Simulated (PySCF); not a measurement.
Cl₂FH₅Si₃, SMILES [SiH](Cl)(Cl)[SiH2][SiH2]F.

Coordinates come from a B3LYP-D3(BJ)/def2-SVP optimisation. This is a generated structure with no PubChem entry under its InChIKey; it may be hypothetical. One conformer was computed; it need not be the lowest.

Two levels are set side by side: TDDFT-PBE/def2-SVPD (PySCF) and TDDFT-PBE0/def2-SVPD (PySCF). Vertical, same geometry. The lowest singlet is HOMO→LUMO 91 % with PBE and HOMO→LUMO 90 % with the other functional; states are paired by order. Differences are taken from unrounded values.

```json
[
 {"quantity": "lowest singlet excitation (eV)", "TDDFT-PBE0": "5.88", "TDDFT-PBE": "5.32", "TDDFT-PBE minus TDDFT-PBE0": "-0.56"},
 {"quantity": "lowest triplet excitation (TDA) (eV)", "TDDFT-PBE0": "5.08", "TDDFT-PBE": "4.70", "TDDFT-PBE minus TDDFT-PBE0": "-0.38"},
 {"quantity": "first bright state (f over 0.05) (eV)", "TDDFT-PBE0": "5.88", "TDDFT-PBE": "5.32", "TDDFT-PBE minus TDDFT-PBE0": "-0.56"},
 {"quantity": "its oscillator strength", "TDDFT-PBE0": "0.09", "TDDFT-PBE": "0.07", "TDDFT-PBE minus TDDFT-PBE0": "-0.02"}
]
```

A lower first singlet is the usual sign of a functional without exact exchange. Differences between two approximate levels are no errors against the true value.

Rough cost on one machine, each run with all the roots and properties that it gave: TDDFT-PBE0 against TDDFT-PBE about 6 times.
